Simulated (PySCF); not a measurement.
Fractional electron number in Ti (titanium, neutral)

The 4s beta orbital of [Ar] 3d2 4s2 is emptied in steps (occupation f), with all orbitals relaxed, ending at [Ar] 3d2 4s1. Computed with PySCF 2.14 in def2-TZVPPD, with no relativity, point nucleus. The exact energy is a straight line in f; departures are measured from the line between the end points of the same method.

```csv
f,PBE0 (eV),r2SCAN (eV),LC-wPBE (eV)
1,0.000,0.000,0.000
0.75,-0.341,-0.399,0.021
0.5,-0.454,-0.510,0.024
0.25,-0.337,-0.354,0.014
0,0.000,0.000,0.000
```

**Question.** For LC-wPBE, how does the orbital energy at f = 1 compare with the removal energy?

**Answer.** −ε = 6.496 eV against a total-energy difference of 6.375 eV. By Janak's theorem ε = ∂E/∂f, so the gap between them reflects the curvature. Along the path −ε is 6.421 (f = 0.75), 6.355 (f = 0.5), 6.326 (f = 0.25) eV.

```json
{"method": "PBE0", "E(f=0) − E(f=1) (eV)": "6.541", "−ε at f=1 (eV)": "4.724", "−ε at f=0.5 (eV)": "6.547"}
{"method": "r2SCAN", "E(f=0) − E(f=1) (eV)": "6.368", "−ε at f=1 (eV)": "4.185", "−ε at f=0.5 (eV)": "6.473"}
{"method": "LC-wPBE", "E(f=0) − E(f=1) (eV)": "6.375", "−ε at f=1 (eV)": "6.496", "−ε at f=0.5 (eV)": "6.355"}
```

Reference removal energy between the ground levels: 6.828 eV (measured; NIST Atomic Spectra Database, ionization energies). The calculation has no spin-orbit coupling.
